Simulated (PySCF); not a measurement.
# A computed series [MI2]+

Computed with PySCF 2.14.0, PBE0, def2-SVP on the ligands, density fitting, scalar-relativistic core potentials, no spin-orbit coupling, vacuum. Each member is relaxed from one template within its symmetry. Distances are means of the shortest metal–ligand contacts, charges and spins Mulliken's; removal energies are rigid, with the ligand's formal charge and no counterpoise, so too large; for an anion taken off a cation in vacuum most of it is the attraction of opposite charges, and multiply charged cations can part far more cheaply with an electron moved from ligand to metal. lcecp potentials hold a fixed number of 4f electrons in the core, out of states, spins and gaps.

| metal | basis on the metal | point group | M–I (Å) | charge on M (e) | removal of one I (eV) | strongest infrared band, degenerate modes summed (cm⁻¹) | unstable modes (below −25 cm⁻¹) |
| --- | --- | --- | --- | --- | --- | --- | --- |
| Y | def2-SVP with ECP28 | C2v | 2.699 | 1.03 | 12.83 | 269 | 0 |
| Pr | lcecp-1-SVP with ECP48 | C2v | 2.819 | 1.14 | 12.21 | 220 | 0 |
| Pm | lcecp-1-SVP with ECP50 | C2v | 2.789 | 1.12 | 12.36 | 220 | 0 |
| Eu | lcecp-1-SVP with ECP52 | C2v | 2.762 | 1.11 | 12.51 | 217 | 0 |
| Ho | lcecp-1-SVP with ECP56 | C2v | 2.716 | 1.08 | 12.79 | 221 | 0 |
| Yb | lcecp-1-SVP with ECP59 | C2v | 2.688 | 1.07 | 13.00 | 224 | 0 |
| Tl | def2-SVP with ECP60 | D∞h | 2.623 | 0.58 | 15.19 | 245 | 0 |

A further member has point group C2v, M–I (Å) 2.739, charge on M (e) 1.11, removal of one I (eV) 12.65, strongest infrared band, degenerate modes summed (cm⁻¹) 218, unstable modes (below −25 cm⁻¹) 0. Which metal is it?

Tb, lcecp-1-SVP with ECP54. This is one of several that fit.

From Pr to Yb the M–I distance shrinks by 0.13 Å, the lanthanide contraction, and the energy to remove one I rises by 0.78 eV.

One start shape was tried for each, so a minimum needn't be the lowest isomer.
